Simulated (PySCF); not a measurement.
# Vertical excitation energies

Compound: Si(SH)4.
InChI=1S/H4S4Si/c1-5(2,3)4/h1-4H

The calculation used PySCF, TDDFT wB97X-D/def2-SVPD, vertical, gas phase, core orbitals frozen in the response. Isolated species at its PBE0-D3(BJ)/def2-SVP geometry, gas phase.

| state | λ (nm) | E (eV) | f | \|μ\| (D) | main configurations (H = HOMO, L = LUMO) |
| --- | --- | --- | --- | --- | --- |
| S1 | 209.2 | 5.93 | 0.0076 | 0.58 | H→L (68%), H-1→L+4 (10%) |
| S2 | 208.7 | 5.94 | 0.0079 | 0.59 | H-1→L (67%), H→L+4 (11%) |
| S3 | 199.1 | 6.23 | 0.0000 | 0.04 | H-3→L (41%), H→L+2 (12%), H-2→L+4 (9%) |
| S4 | 198.2 | 6.26 | 0.0044 | 0.43 | H-2→L (40%), H-3→L+4 (11%), H→L+3 (8%) |
| S5 | 188.8 | 6.57 | 0.039 | 1.25 | H→L+1 (63%) |
| S6 | 188.4 | 6.58 | 0.042 | 1.29 | H-1→L+1 (62%) |
| S7 | 184.7 | 6.71 | 0.0002 | 0.09 | H-1→L+2 (29%), H→L+3 (29%), H-3→L+1 (18%) |
| S8 | 182.9 | 6.78 | 0.052 | 1.43 | H→L+2 (27%), H-1→L+3 (24%), H-2→L (24%) |
| S9 | 178.1 | 6.96 | 0.035 | 1.15 | H→L+4 (68%), H-1→L (14%) |

Triplets (Tamm–Dancoff): T1 5.56 eV, H→L (64%), H-1→L+4 (16%); T2 5.57 eV, H-1→L (63%), H→L+4 (17%); T3 5.89 eV, H-2→L (40%), H-3→L+4 (10%), H-1→L+2 (8%); T4 5.91 eV, H-3→L (37%), H-1→L+3 (9%), H-2→L+4 (8%).

The lowest singlet lies at 5.93 eV (209 nm, ultraviolet) and is weak; its leading configuration is HOMO→LUMO (68%). The most intense listed level is S8 at 6.78 eV (183 nm, f = 0.052), 0.85 eV above S1. Löwdin shares by element: HOMO (one of a set within 0.03 eV) sulfur 89%; LUMO sulfur 77% (atoms not listed hold the other 23%). Weighted by f, the mean energy of these states is 6.64 eV. The listed states span 1.04 eV, and the widest gap between neighbours is 0.31 eV (S4 to S5). The oscillator strengths of these states sum to 0.188; summed over the whole spectrum of an exact calculation they would give the number of electrons, 82 (Thomas–Reiche–Kuhn). Singlets were solved by full linear response, triplets in the Tamm–Dancoff approximation. The highest level found (6.98 eV, f 0.035 so far) is left out, since the window may have cut off a degenerate partner.
